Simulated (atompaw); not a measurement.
**An all-electron radial function and its pseudo partner (hafnium)**

Columns: radius, all-electron u(r) and pseudo u(r) of the 6s shell (level -17.79 eV) of hafnium in the configuration [Kr] 4d10 4f14 5s2 5p6 5d2 6s0 6p0; LDA (PW92), scalar-relativistic, PAW (atompaw) scheme, atompaw 4.2.0.5.

| r (bohr) | all-electron | pseudo |
| --- | --- | --- |
| 0.115 | -0.0878 | 0.0306 |
| 0.231 | -0.0083 | 0.0616 |
| 0.346 | 0.2059 | 0.0926 |
| 0.462 | 0.1329 | 0.1242 |
| 0.577 | -0.0648 | 0.1560 |
| 0.692 | -0.2362 | 0.1883 |
| 0.808 | -0.3283 | 0.2216 |
| 0.923 | -0.3395 | 0.2552 |
| 1.038 | -0.2897 | 0.2896 |
| 1.154 | -0.1995 | 0.3250 |
| 1.269 | -0.0887 | 0.3608 |
| 1.385 | 0.0308 | 0.3973 |
| 1.500 | 0.1475 | 0.4338 |
| 1.615 | 0.2565 | 0.4701 |
| 1.731 | 0.3549 | 0.5062 |
| 1.846 | 0.4394 | 0.5409 |
| 1.962 | 0.5106 | 0.5739 |
| 2.077 | 0.5676 | 0.6038 |
| 2.192 | 0.6117 | 0.6300 |
| 2.308 | 0.6441 | 0.6518 |
| 2.423 | 0.6656 | 0.6678 |
| 2.538 | 0.6775 | 0.6776 |
| 2.654 | 0.6812 | 0.6809 |
| 2.769 | 0.6777 | 0.6775 |
| 2.885 | 0.6681 | 0.6681 |
| 3.000 | 0.6537 | 0.6537 |

(1) How many radial nodes do the two functions have?

(2) Is the pseudo-wave norm-conserving?

Results:

(1) The all-electron 6s function has n − l − 1 = 5 (the table is too coarse to show those close to the nucleus); the pseudo-wave has 0, since the states of the same l below it are removed with the core.

(2) No, it belongs to a PAW set: the norm inside the radius is not constrained, and the difference is carried by the augmentation charge.
